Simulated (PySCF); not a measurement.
# Multinuclear NMR of C3F6O

Geometry:
```json
{"atom": "O1", "x (Å)": "0.161", "y (Å)": "-0.429", "z (Å)": "1.853"}
{"atom": "C2", "x (Å)": "0.062", "y (Å)": "-0.162", "z (Å)": "0.703"}
{"atom": "C3", "x (Å)": "1.283", "y (Å)": "0.136", "z (Å)": "-0.220"}
{"atom": "F4", "x (Å)": "2.349", "y (Å)": "0.460", "z (Å)": "0.500"}
{"atom": "F5", "x (Å)": "1.582", "y (Å)": "-0.946", "z (Å)": "-0.941"}
{"atom": "F6", "x (Å)": "1.028", "y (Å)": "1.136", "z (Å)": "-1.061"}
{"atom": "C7", "x (Å)": "-1.304", "y (Å)": "-0.075", "z (Å)": "-0.046"}
{"atom": "F8", "x (Å)": "-1.677", "y (Å)": "1.201", "z (Å)": "-0.163"}
{"atom": "F9", "x (Å)": "-2.249", "y (Å)": "-0.723", "z (Å)": "0.621"}
{"atom": "F10", "x (Å)": "-1.226", "y (Å)": "-0.595", "z (Å)": "-1.269"}
```

- NMR shieldings at PBE0/pcSseg-1/GIAO
- coordinates at the GFN2-xTB level
- run in PySCF 2.14
- non-relativistic Hamiltonian, a single conformation, fast rotation and ring inversion assumed for equivalent nuclei, isolated molecule

(1) Predict the 19F NMR data.

(2) Predict the 17O NMR data.

Results:

(1) 
| atoms | environment | σ (ppm) | δ (ppm) |
| --- | --- | --- | --- |
| F4/F5/F6/F8/F9/F10 | fluorine of a CF3 group | 260.6 | -74.5 |

Shieldings were converted by a linear fit to measured shifts: 19F (scatter 6.0 ppm rms, 7.0 ppm with the 5 outliers that the fit left out vs CFCl3, solution or neat liquid, with a term for F on sp3 carbon). Occasional misses reach two or three times the rms, and more in compound classes unlike the fitted ones.

On a 600 MHz spectrometer 19F resonates near 564.6 MHz, so 1 ppm is 564.6 Hz.

(2) 
```
atoms    environment  σ (ppm)  δ (ppm)
   O1  ketone oxygen   -337.7    574.3
```

Shieldings were converted by a linear fit to measured shifts: 17O (scatter 10.7 ppm rms, 12.2 ppm with the 3 outliers that the fit left out vs liquid water, solution or neat liquid). Occasional misses reach two or three times the rms, and more in compound classes unlike the fitted ones.

On a 300 MHz spectrometer 17O resonates near 40.7 MHz, so 1 ppm is 40.7 Hz.
